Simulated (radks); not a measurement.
Q: Species: Cr11+. Configuration: [Ne] 3s2 3p1. Calculated with a radial shooting solver on a logarithmic mesh with Libxc functionals: scalar-relativistic Kohn-Sham, BLYP, spin-polarised, spherical densities, finite nucleus; open shells are filled with parallel spins first; Fermi nuclear charge, rms radius 3.6452 fm. Some entries of the table are withheld. Estimate them.

orbital,occ.,eigenvalue (eV),<1/r> (bohr^-1)
1s up,1,-6185.319,23.89
1s down,1,-6184.657,23.89
2s up,1,-956.5075,5.094
2s down,1,-955.9086,5.094
2p up,3,-852.4743,4.996
2p down,3,-851.6543,4.996
3s up,1,(1),1.854
3s down,1,(2),1.853
3p up,1,(3),1.778
3p down,0,(4),1.778
3d up,0,-238.8995,1.621
3d down,0,-235.7403,1.625
4s up,0,(5),0.9283
4s down,0,(6),0.9215

A: 
(1) 3s up eigenvalue (eV): -314.4535
(2) 3s down eigenvalue (eV): -310.7288
(3) 3p up eigenvalue (eV): -283.7943
(4) 3p down eigenvalue (eV): -280.1524
(5) 4s up eigenvalue (eV): -152.8535
(6) 4s down eigenvalue (eV): -151.8021
